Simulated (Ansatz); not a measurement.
Reactions of `CNC[SeH]`.

Isolated molecules relaxed with PBE0-D4/def2-TZVP in Ansatz; ΔE leaves out vibrations. CCSD(T)/CBS is the MP2 limit (def2-TZVPP, def2-QZVPP) plus CCSD(T) − MP2 in def2-TZVPP, frozen cores. This one scheme is used for every species. Functionals use def2-TZVPP. B3LYP here is the variant with VWN-RPA as its local correlation; programs differ in this. For Se outer-core shells are correlated without core-valence functions, which leaves a few kJ/mol of doubt a bond. Scalar relativity is left out up to krypton. Each species was taken in one conformer, which may not be the lowest.

```tsv
reaction	CCSD/CBS(def2) (kJ/mol)	r2SCAN-D4 (kJ/mol)	B3LYP-D4 (kJ/mol)	ωB97X-V (kJ/mol)	CCSD(T)/CBS(def2) (kJ/mol)
`CNC[SeH]` + `COB(Cl)Cl` → `ClB(Cl)[SeH]` + `CNCOC`	74	67	74	70	71
`CNC[SeH]` + `[SiH3]S` → `CNCS[SiH3]` + H₂Se	-4	-13	-10	-6	-6
`CNC[SeH]` + `NB(Cl)Cl` → `CNB(Cl)Cl` + `NC[SeH]`	4	6	4	5	4
`CNC[SeH]` + `OPO` → `OP(O)[SeH]` + `CNC`	-69	-85	-77	-68	-71
`CNC[SeH]` + CH₃SH → `CSC[SeH]` + CH₃NH₂	-24	-26	-24	-22	-27
`CNC[SeH]` + H₂Se → `[SeH][SeH]` + `CNC`	-43	-47	-50	-44	-41
```

Largest T1 diagnostic: 0.013, for `OPO`.
